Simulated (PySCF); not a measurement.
Compound: C₅H₉B₂NO₂.
Numbering: `[OH:1][B:2]([OH:3])[BH2-:4][n+:5]1[cH:6][cH:7][cH:8][cH:9][cH:10]1` (hydrogens: H11 on O1; H12 on O3; H13, H14 on B4; H15 on C6; H16 on C7; H17 on C8; H18 on C9; H19 on C10)

All values: PBE0/pcSseg-1 (PySCF, non-relativistic), on one gas-phase PBE0-D3(BJ)/def2-SVP geometry that isn't relaxed in the solvent. The solvent is an IEF-PCM continuum (van der Waals radii × 1.2). Specific hydrogen bonds and non-electrostatic terms are outside this model.

Gas phase at PBE0/pcSseg-1: HOMO -6.47 eV, LUMO -1.82 eV, dipole 4.88 D.

Problem. What does the continuum do to the energy, the frontier levels and the dipole at PBE0/pcSseg-1 in methanol and dimethylsulfoxide?

Solution. 
```
          solvent      ε  E(solvent) − E(gas) (kJ/mol)  polarisation term (kJ/mol)  distortion of the solute (kJ/mol)  HOMO (eV)  LUMO (eV)  dipole (D)
         methanol  32.61                        -49.32                      -55.93                               6.61      -6.78      -1.60        6.33
dimethylsulfoxide  46.83                        -50.07                      -56.89                               6.82      -6.79      -1.60        6.35
```

The first energy column is the sum of the next two and covers electrostatics alone. From methanol to dimethylsulfoxide the lowering changes by a factor 1.02, Onsager's factor (ε − 1)/(2ε + 1) by 1.01 and ε itself by 1.4.

Problem. Which radius a makes the point-dipole formula ΔE = −[(ε − 1)/(2ε + 1)]·μ²/a³ give the value in dimethylsulfoxide, with the gas-phase dipole?

Solution. μ = 1.921 au and |ΔE| = 0.01907 Eh give a = 2.40 Å; the farthest nucleus lies 4.03 Å from the centroid of the nuclei, so such a sphere wouldn't even hold the nuclei. The formula assumes a rigid point dipole at the centre of a sphere.

Problem. Which IAO charges (PBE0/pcSseg-1) respond most in dimethylsulfoxide (means over atoms taken as equivalent)?

Solution. 
| atoms | environment | gas (e) | solvent (e) | change |
| --- | --- | --- | --- | --- |
| H17 | aromatic hydrogen | +0.167 | +0.185 | +0.018 |
| O1/O3 | boron-bound oxygen | -0.565 | -0.582 | -0.017 |
| H16/H18 | aromatic hydrogen | +0.170 | +0.187 | +0.017 |
| H13/H14 | B–H hydrogen | -0.010 | -0.025 | -0.015 |
| N5 | nitrogen bonded to B and 2 C | -0.001 | -0.016 | -0.015 |
| H11/H12 | hydroxyl hydrogen | +0.358 | +0.373 | +0.015 |

Problem. How do the nuclear quadrupole coupling constants eQVzz/h respond in dimethylsulfoxide?

Solution. 
```csv
nucleus,Q (barn),gas (MHz),solvent (MHz),η gas,η solvent
17O at O1,-0.0256,-8.15,-7.76,0.30,0.29
11B at B2,0.04059,3.55,3.59,0.54,0.57
17O at O3,-0.0256,-8.42,-8.01,0.19,0.19
11B at B4,0.04059,2.14,1.98,0.31,0.42
14N at N5,0.02044,-2.43,-2.14,0.19,0.12
```

The values belong to the conformer `[OH:1][B:2]([OH:3])[BH2-:4][n+:5]1[cH:6][cH:7][cH:8][cH:9][cH:10]1`: O1–B2–B4–N5 176°, B2–B4–N5–C6 82°, H–O1–B2–O3 180°, H–O3–B2–O1 0°.
